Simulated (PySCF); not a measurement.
PySCF input for CuI2, SMILES [I][Cu-][I], charge -1, multiplicity 1, C-PCM-M06-2X/def2-SVPD. Coordinates come from a PBE0-D3(BJ)/def2-SVPD optimisation. The multiplicity is an assumed one; other spin states were not compared. The def2 effective core potentials stand for the cores of I; spin–orbit coupling is left out.

```python
import numpy as np
from pyscf import gto, scf, dft
from pyscf.solvent import pcm

mol = gto.M(
    atom='''
    Cu    0.00000000    0.00000000    0.00000000
    I     0.00000000    0.00000000   -2.45871783
    I     0.00000000    0.00000000    2.45871783
    ''',
    basis='def2-SVPD',
    ecp={'I': 'def2-svp'},
    charge=-1,
    spin=0,
    max_memory=1600,
    verbose=3,
)
mf = dft.RKS(mol, xc='m06-2x').density_fit(auxbasis='def2-universal-jkfit')
mf.grids.level = 4
mf.conv_tol = 1e-9
mf.max_cycle = 100
mf.kernel()
res = {}
for name, eps in {'water': 78.355, 'n-hexane': 1.8819, 'acetone': 20.493}.items():
    s = mf.PCM()
    s.with_solvent.method, s.with_solvent.eps, s.with_solvent.lebedev_order = 'C-PCM', eps, 29
    s.kernel(mf.make_rdm1())
    res[name] = (s.e_tot, eps, s.dip_moment(), s.mo_energy, s.converged)
    print(f'{name}: electrostatic solvation free energy {(s.e_tot - mf.e_tot) * 627.509474:.3f} kcal/mol')
```

It prints:

```
converged SCF energy = -2235.73459125483

WARN: PCM is an experimental feature. It is still in testing.
Features and APIs may be changed in the future.

converged SCF energy = -2235.80817311786

WARN: System has nonzero charge -1; the dipole moment is origin-dependent.
Location of origin: [0. 0. 0.]

Dipole moment(X, Y, Z, Debye): -0.00000, -0.00000,  0.00000
water: electrostatic solvation free energy -46.173 kcal/mol

WARN: PCM is an experimental feature. It is still in testing.
Features and APIs may be changed in the future.

converged SCF energy = -2235.76925901085

WARN: System has nonzero charge -1; the dipole moment is origin-dependent.
Location of origin: [0. 0. 0.]

Dipole moment(X, Y, Z, Debye): -0.00000,  0.00000,  0.00000
n-hexane: electrostatic solvation free energy -21.754 kcal/mol

WARN: PCM is an experimental feature. It is still in testing.
Features and APIs may be changed in the future.

converged SCF energy = -2235.80544889366

WARN: System has nonzero charge -1; the dipole moment is origin-dependent.
Location of origin: [0. 0. 0.]

Dipole moment(X, Y, Z, Debye):  0.00000,  0.00000, -0.00000
acetone: electrostatic solvation free energy -44.464 kcal/mol
```

The calculation finished and met its thresholds.
